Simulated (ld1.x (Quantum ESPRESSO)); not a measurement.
lanthanum (La): variants of one TM potential

Base potential:

```json
{
  "Element": "La",
  "Generator": "ld1.x (Quantum ESPRESSO) 7.5",
  "Type": "norm-conserving Troullier–Martins (Kleinman–Bylander form)",
  "Functional": "PBE",
  "Relativity": "fully relativistic",
  "Frozen core": "[Kr] 4d10",
  "Valence charge": "11",
  "Reference configuration": "4f0 5s2 5p6 5d1 6s2 6p0",
  "Partial waves": "5s (bound): rc 1.65 bohr; 5p (bound): rc 2.75 bohr; 5d (bound): rc 3.95 bohr; 4f (bound, empty): rc 1.75 bohr",
  "Local potential": "the f channel",
  "Core correction": "none"
}
```

Open shells are filled in proportion to 2j + 1 (rel_dist='average').

Occupied shells without a wave of their own: 6s. They enter only through the test configuration that unscreens the potential.

All-electron outer shells of the reference configuration (PBE, scalar-relativistic, ld1.x):

```tsv
shell	level (eV)	outermost node (bohr)	outermost maximum (bohr)
4p	-200.00	0.34	0.63
4d	-103.85	0.32	0.68
5s	-38.92	0.77	1.41
5p	-22.40	0.83	1.58
4f	-4.35	–	0.75
6s	-3.68	1.86	3.84
5d	-3.09	0.95	2.21
6p	-1.35	2.21	4.93
```

Cutoffs, loose and tight: the cutoffs (Ry, on a coarse ladder) from which the occupation-weighted sum of valence levels, in a spherical-Bessel basis at the reference potential, stays within 10 and 1 mRy of its value at 400 Ry. They do not see the model core or the augmentation charge, which bear on the density cutoff. Test errors are all-electron minus pseudo excitation energies from the reference, over the configurations 4f0 5s2 5p6 5d1 6s1 6p0; 4f0 5s2 5p6 5d1 6s0 6p0; 4f0 5s2 5p6 5d0 6s0 6p0; 4f0 5s2 5p6 5d2 6s0 6p0; 4f0 5s2 5p5 5d1 6s2 6p0; 4f0 5s1 5p6 5d1 6s2 6p0; 4f0 5s2 5p6 5d1 6s1.5 6p0. A dash means not determined; rows that change the core or the reference have their own tests. The largest error is taken over the tests solved by every variant that gives reliable tests at all: 4f0 5s2 5p5 5d1 6s2 6p0; 4f0 5s2 5p6 5d0 6s0 6p0; 4f0 5s2 5p6 5d1 6s0 6p0; 4f0 5s2 5p6 5d1 6s1 6p0; 4f0 5s2 5p6 5d1 6s1.5 6p0; 4f0 5s2 5p6 5d2 6s0 6p0.

Cutoffs are not given where the Bessel-basis levels miss the radial ones by over 6 mRy, ghosts where they miss by over 20 mRy; a channel whose overlap is not positive is not tested.

```tsv
change	outcome	bound ghosts	largest test error (meV)
base	generated	not determined	+149
wave 5p (bound): rc 2.75 bohr becomes 5p (bound): rc 1.92 bohr	generated	not determined	+144
wave 5p (bound): rc 2.75 bohr becomes 5p (bound): rc 2.20 bohr	generated	not determined	+145
wave 5p (bound): rc 2.75 bohr becomes 5p (bound): rc 2.54 bohr	generated	not determined	+147
wave 5p (bound): rc 2.75 bohr becomes 5p (bound): rc 2.74 bohr	generated	not determined	+149
wave 5p (bound): rc 2.75 bohr becomes 5p (bound): rc 3.16 bohr	generated	not determined	+154
wave 5p (bound): rc 2.75 bohr becomes 5p (bound): rc 3.52 bohr	generated	not determined	+155
wave 5p (bound): rc 2.75 bohr becomes 5p (bound): rc 3.82 bohr	generated	not determined	+151
wave 5p (bound): rc 2.75 bohr becomes 5p (bound): rc 4.06 bohr	generated	not determined	+141
```
